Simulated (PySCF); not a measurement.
C$_{4}$H$_{10}$N (SMILES [CH2]CNCC), doublet, at a GFN2-xTB geometry, with bond 12-4 at 2.4 times its length; CASCI(3,5)/6-31G in PySCF.

Input for PySCF:
```python
from pyscf import gto, scf, mcscf
import numpy

mol = gto.Mole()
mol.atom = '''
    C    -2.151671    0.297452    0.484870
    C    -1.294027   -0.811996    0.034898
    N    -0.032124   -0.320849   -0.549668
    C     0.957544    0.167591    0.390083
    C     2.245044    0.504489   -0.352282
    H    -1.910469    0.830618    1.385743
    H    -2.820266    0.773682   -0.207724
    H    -1.785836   -1.400470   -0.744530
    H    -1.018868   -1.475596    0.859505
    H    -0.235144    0.393467   -1.243990
    H     1.145413   -0.635699    1.109213
    H     0.153849    2.294259    1.741652
    H     3.019470    0.794981    0.352734
    H     2.081644    1.326305   -1.046387
    H     2.584911   -0.360265   -0.915542
'''
mol.basis = '6-31g'
mol.charge = 0
mol.spin = 1
mol.verbose = 4
mol.build()

mf = scf.ROHF(mol)
mf.kernel()
mc = mcscf.CASCI(mf, 5, 3)
mc.fix_spin_(ss=0.75)
mc.kernel()
occ = numpy.linalg.eigvalsh(mc.fcisolver.make_rdm1(mc.ci, mc.ncas, mc.nelecas))[::-1]
ss = mc.fcisolver.spin_square(mc.ci, mc.ncas, mc.nelecas)[0]
print('natural occupations', occ.round(4), ' <S^2>', round(ss, 4))
```

### Question
Predict the main parts of the log of this PySCF run.

### Answer

```
PySCF version 2.14.0

[INPUT] verbose = 4
[INPUT] num. atoms = 15
[INPUT] num. electrons = 41
[INPUT] charge = 0
[INPUT] spin (= nelec alpha-beta = 2S) = 1
[INPUT] symmetry False subgroup None
[INPUT] Mole.unit = angstrom
[INPUT] Symbol           X                Y                Z      unit          X                Y                Z       unit  Magmom
[INPUT]  1 C     -2.151671000000   0.297452000000   0.484870000000 AA   -4.066068900169   0.562102815204   0.916271506018 Bohr   0.0
[INPUT]  2 C     -1.294027000000  -0.811996000000   0.034898000000 AA   -2.445356627793  -1.534450054242   0.065947662295 Bohr   0.0
[INPUT]  3 N     -0.032124000000  -0.320849000000  -0.549668000000 AA   -0.060705562026  -0.606316737341  -1.038721979437 Bohr   0.0
[INPUT]  4 C      0.957544000000   0.167591000000   0.390083000000 AA    1.809495912221   0.316701090942   0.737150035849 Bohr   0.0
[INPUT]  5 C      2.245044000000   0.504489000000  -0.352282000000 AA    4.242518297598   0.953346042856  -0.665716498614 Bohr   0.0
[INPUT]  6 H     -1.910469000000   0.830618000000   1.385743000000 AA   -3.610263179472   1.569640534134   2.618674749033 Bohr   0.0
[INPUT]  7 H     -2.820266000000   0.773682000000  -0.207724000000 AA   -5.329530338423   1.462047087506  -0.392541469499 Bohr   0.0
[INPUT]  8 H     -1.785836000000  -1.400470000000  -0.744530000000 AA   -3.374740943389  -2.646504745670  -1.406957791522 Bohr   0.0
[INPUT]  9 H     -1.018868000000  -1.475596000000   0.859505000000 AA   -1.925381477083  -2.788472310504   1.624229052694 Bohr   0.0
[INPUT] 10 H     -0.235144000000   0.393467000000  -1.243990000000 AA   -0.444357759835   0.743544869054  -2.350800401698 Bohr   0.0
[INPUT] 11 H      1.145413000000  -0.635699000000   1.109213000000 AA    2.164516869516  -1.201297007660   2.096108783807 Bohr   0.0
[INPUT] 12 H      0.153849000000   2.294259000000   1.741652000000 AA    0.290732474538   4.335521168819   3.291245284301 Bohr   0.0
[INPUT] 13 H      3.019470000000   0.794981000000   0.352734000000 AA    5.705971341340   1.502296364233   0.666570654822 Bohr   0.0
[INPUT] 14 H      2.081644000000   1.326305000000  -1.046387000000 AA    3.933737048844   2.506353207641  -1.977384850305 Bohr   0.0
[INPUT] 15 H      2.584911000000  -0.360265000000  -0.915542000000 AA    4.884773846376  -0.680802182266  -1.730123635537 Bohr   0.0

nuclear repulsion = 178.874105187425
number of shells = 45
number of NR pGTOs = 150
number of NR cGTOs = 65
basis = 6-31g
ecp = {}

******** <class 'pyscf.scf.rohf.ROHF'> ********
method = ROHF
initial guess = minao
damping factor = 0
level_shift factor = 0
DIIS = <class 'pyscf.scf.diis.CDIIS'>
diis_start_cycle = 1
diis_space = 8
diis_damp = 0
SCF conv_tol = 1e-09
SCF conv_tol_grad = None
SCF max_cycles = 50
direct_scf = True
direct_scf_tol = 1e-13
num. doubly occ = 20  num. singly occ = 1
Set gradient conv threshold to 3.16228e-05
init E= -211.963799552017
  HOMO = -0.109852872164325  LUMO = -0.0439972488516274  gap/eV = 1.79202
cycle= 1 E= -211.240604329322  delta_E= 0.723  |g|= 0.497  |ddm|= 2.27
  HOMO = -0.167183737340806  LUMO = -0.00130096258599832  gap/eV = 4.51390
cycle= 2 E= -211.330594087407  delta_E= -0.09  |g|= 0.375  |ddm|= 0.876
  HOMO = -0.121157396739471  LUMO = 0.0431376155029142  gap/eV = 4.47069
cycle= 3 E= -211.375320449868  delta_E= -0.0447  |g|= 0.0771  |ddm|= 0.352
  HOMO = -0.097198310873952  LUMO = 0.0366235140215954  gap/eV = 3.64148
cycle= 4 E= -211.378418567007  delta_E= -0.0031  |g|= 0.0234  |ddm|= 0.104
  HOMO = -0.107205329013111  LUMO = 0.0404797109852029  gap/eV = 4.01871
cycle= 5 E= -211.37879585214  delta_E= -0.000377  |g|= 0.0101  |ddm|= 0.037
  HOMO = -0.105144081470115  LUMO = 0.0408610074084348  gap/eV = 3.97300
cycle= 6 E= -211.378886235644  delta_E= -9.04e-05  |g|= 0.00292  |ddm|= 0.0206
  HOMO = -0.105346666241754  LUMO = 0.0412264486688545  gap/eV = 3.98846
cycle= 7 E= -211.37889646971  delta_E= -1.02e-05  |g|= 0.00176  |ddm|= 0.0114
  HOMO = -0.105112509521916  LUMO = 0.0410587427696778  gap/eV = 3.97752
cycle= 8 E= -211.378900379115  delta_E= -3.91e-06  |g|= 0.000362  |ddm|= 0.00502
  HOMO = -0.105100036969497  LUMO = 0.0410963916946312  gap/eV = 3.97821
cycle= 9 E= -211.378900476036  delta_E= -9.69e-08  |g|= 0.000144  |ddm|= 0.000664
  HOMO = -0.105113808180544  LUMO = 0.041087312801225  gap/eV = 3.97834
cycle= 10 E= -211.378900493113  delta_E= -1.71e-08  |g|= 4.45e-05  |ddm|= 0.00039
  HOMO = -0.105108089221942  LUMO = 0.0410828152604579  gap/eV = 3.97806
cycle= 11 E= -211.37890049556  delta_E= -2.45e-09  |g|= 1.39e-05  |ddm|= 0.000146
  HOMO = -0.105109360718998  LUMO = 0.0410811626961001  gap/eV = 3.97805
cycle= 12 E= -211.378900495781  delta_E= -2.2e-10  |g|= 5.64e-06  |ddm|= 4.45e-05
  HOMO = -0.10510855524978  LUMO = 0.0410813688504981  gap/eV = 3.97803
Extra cycle  E= -211.378900495804  delta_E= -2.32e-11  |g|= 2.88e-06  |ddm|= 1.37e-05
converged SCF energy = -211.378900495804

******** <class 'pyscf.mcscf.casci.CASCI'> ********
CAS (2e+1e, 5o), ncore = 19, nvir = 41
natorb = False
canonicalization = True
sorting_mo_energy = False
******** <class 'pyscf.fci.addons.SpinPenaltyFCISolver'> ********
max. cycles = 200
conv_tol = 1e-08
davidson only = True
linear dependence = 1e-12
level shift = 0.001
max iter space = 12
nroots = 1
pspace_size = 400
spin = None
Density matrix diagonal elements [1.60488574e+00 1.00091308e+00 3.93485002e-01 6.12365130e-04
 1.03810999e-04]
CASCI converged
CASCI E = -211.435254372958  E(CI) = -1.66373394172186  S^2 = 0.7500000
natural occupations [1.6222 1.0009 0.3769 0.     0.    ]  <S^2> 0.75
```
